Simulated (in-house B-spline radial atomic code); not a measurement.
**How G0W0 and RPA depend on the start: Ge2+**

Configuration [Ar] 3d10 4s2. Computed with an all-electron radial atomic-structure program (B-spline basis): all electrons, scalar-relativistic (spin-free one-electron X2C), finite nucleus, each spin shell either full or empty, empty states to l = 9 with an (l + 1/2)⁻⁴ tail; G0W0 by contour deformation at full frequency.

```
            start  mean-field 4s (eV)  G0W0 (eV)  QP weight  RPA correlation (Eh)
     Hartree-Fock              -32.45     -34.07      0.968               -2.0819
         LDA VWN5             -29.623     -34.55      0.940               -2.3126
              PBE             -29.239     -34.51      0.939               -2.3072
             PBE0              -30.27     -34.39      0.950               -2.2428
           r2SCAN             -29.536     -34.47      0.947               -2.2687
            HSE06             -29.986     -34.41      0.947               -2.2496
  B3LYP (VWN-RPA)              -30.30     -34.44      0.948               -2.2575
             SCAN             -29.669     -34.47      0.948               -2.2686
             TPSS             -29.177          ?          ?                     ?
        BHandHLYP              -31.36     -34.29      0.958               -2.1861
        CAM-B3LYP              -31.95     -34.39      0.959               -2.2299
          LC-wPBE              -33.25          ?          ?                     ?
            wB97X              -32.96     -34.35      0.964               -2.2164
           PBEsol             -29.272     -34.52      0.940               -2.3091
             BLYP             -29.317     -34.53      0.939               -2.3096
          r2SCAN0              -30.52     -34.36      0.954               -2.2176
LDA exchange-only             -28.292     -34.57      0.938               -2.3132
```

What G0W0 level, weight and RPA correlation energy follow from the LC-wPBE start?

G0W0 level -34.37 eV, weight 0.965, RPA correlation -2.2292 hartree.

What G0W0 level, weight and RPA correlation energy follow from the TPSS start?

G0W0 level -34.50 eV, weight 0.940, RPA correlation -2.2966 hartree.

How much of the dependence on the start does G0W0 remove?

The mean-field levels span 4.95 eV and the G0W0 levels 0.495 eV. Against 34.058 ± 0.0012 eV (NIST, measured) the G0W0 removal energies are off by +0.02 to +0.51 eV, with spin-orbit coupling, Breit and QED terms left out.
